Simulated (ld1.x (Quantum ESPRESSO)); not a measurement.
# I (Z = 53), ultrasoft: configuration errors across variants

iodine, ultrasoft, made with ld1.x (Quantum ESPRESSO) 7.5 (PBEsol, scalar-relativistic). Core [Ar] 3d10 4s2, reference 4p6 4d10 5s2 5p5. Waves: 5s (bound): rcut 1.40, rcutus 1.80 bohr; 5s channel at -0.1 Ry: rcut 1.40, rcutus 1.80 bohr; 4p (bound): rcut 1.05, rcutus 1.15 bohr; 5p (bound): rcut 1.05, rcutus 1.15 bohr; 4d (bound): rcut 1.20, rcutus 1.45 bohr; 4d channel at -0.35 Ry: rcut 1.20, rcutus 1.45 bohr. Local part: all-electron potential smoothed inside 1.35 bohr (lloc = -2). Core correction: none. Augmentation charge: built from norm-conserving waves at rcut, not smoothed further.

All-electron excitation energies from the reference (eV): (1) 4p6 4d10 5s2 5p4 11.151; (2) 4p6 4d10 5s2 5p3 31.034; (3) 4p6 4d10 5s2 5p2 60.420; (4) 4p6 4d9 5s2 5p5 58.184; (5) 4p6 4d10 5s2 5p1 99.915; (6) 4p6 4d9 5s2 5p6 45.787; (7) 4p6 4d10 5s1 5p6 10.446.

The overlap operator is not positive definite (basis up to 400 Ry) in “waves 5s (bound): rcut 1.40, rcutus 2.72 bohr; 5s channel at -0.1 Ry: rcut 1.40, rcutus 2.72 bohr”. Such files are unfit for use, however small their errors in these radial tests.

Tests that are not counted but printed errors over 1 eV. “waves 5s (bound): rcut 1.40, rcutus 2.72 bohr; 5s channel at -0.1 Ry: rcut 1.40, rcutus 2.72 bohr”: 4p6 4d9 5s2 5p6 (solver errors, printed error -5337 eV).

3 further variants failed, have other tests or too few solved ones, and are left out.

The file “base” misses its own reference levels by 6.1 eV. The file “waves 5s (bound): rcut 1.40, rcutus 1.62 bohr; 5s channel at -0.1 Ry: rcut 1.40, rcutus 1.62 bohr” misses its own reference levels by 6.1 eV. The file “waves 5s (bound): rcut 1.40, rcutus 1.86 bohr; 5s channel at -0.1 Ry: rcut 1.40, rcutus 1.86 bohr” misses its own reference levels by 6.0 eV. The file “waves 5s (bound): rcut 1.40, rcutus 2.02 bohr; 5s channel at -0.1 Ry: rcut 1.40, rcutus 2.02 bohr” misses its own reference levels by 6.0 eV. The file “waves 5s (bound): rcut 1.40, rcutus 2.18 bohr; 5s channel at -0.1 Ry: rcut 1.40, rcutus 2.18 bohr” misses its own reference levels by 5.8 eV. The file “waves 5s (bound): rcut 1.40, rcutus 2.50 bohr; 5s channel at -0.1 Ry: rcut 1.40, rcutus 2.50 bohr” misses its own reference levels by 5.6 eV. The file “waves 5s (bound): rcut 1.40, rcutus 2.72 bohr; 5s channel at -0.1 Ry: rcut 1.40, rcutus 2.72 bohr” misses its own reference levels by 6.1 eV.

Errors AE − PS in meV (a dash: test not solved or not reliable):

| change | (1) | (2) | (3) | (4) | (5) | (6) | (7) | bound ghosts |
| --- | --- | --- | --- | --- | --- | --- | --- | --- |
| base | +1070 | +2952 | +5758 | -6451 | +9599 | -7556 | -4083 | not determined |
| waves 5s (bound): rcut 1.40, rcutus 1.62 bohr; 5s channel at -0.1 Ry: rcut 1.40, rcutus 1.62 bohr | +1069 | +2949 | +5752 | -6502 | +9591 | -7604 | -4078 | not determined |
| waves 5s (bound): rcut 1.40, rcutus 1.86 bohr; 5s channel at -0.1 Ry: rcut 1.40, rcutus 1.86 bohr | +1071 | +2954 | +5762 | -6393 | +9607 | -7503 | -4086 | not determined |
| waves 5s (bound): rcut 1.40, rcutus 2.02 bohr; 5s channel at -0.1 Ry: rcut 1.40, rcutus 2.02 bohr | +1072 | +2959 | +5772 | -6222 | +9659 | -7345 | -4092 | not determined |
| waves 5s (bound): rcut 1.40, rcutus 2.18 bohr; 5s channel at -0.1 Ry: rcut 1.40, rcutus 2.18 bohr | +1075 | +2968 | +5790 | -5904 | +9692 | -7051 | -4100 | not determined |
| waves 5s (bound): rcut 1.40, rcutus 2.50 bohr; 5s channel at -0.1 Ry: rcut 1.40, rcutus 2.50 bohr | +1081 | +2984 | +5826 | -5235 | +9761 | -6427 | -4110 | not determined |
| waves 5s (bound): rcut 1.40, rcutus 2.72 bohr; 5s channel at -0.1 Ry: rcut 1.40, rcutus 2.72 bohr | +1069 | +2954 | +5770 | -6352 | +9639 | – | – | not determined (overlap not positive) |

Problem. Give the same row for: waves 5s (bound): rcut 1.40, rcutus 2.34 bohr; 5s channel at -0.1 Ry: rcut 1.40, rcutus 2.34 bohr.

Solution. +1079, +2978, +5812, -5481, +9735, -6658, -4107; bound ghosts: not determined.
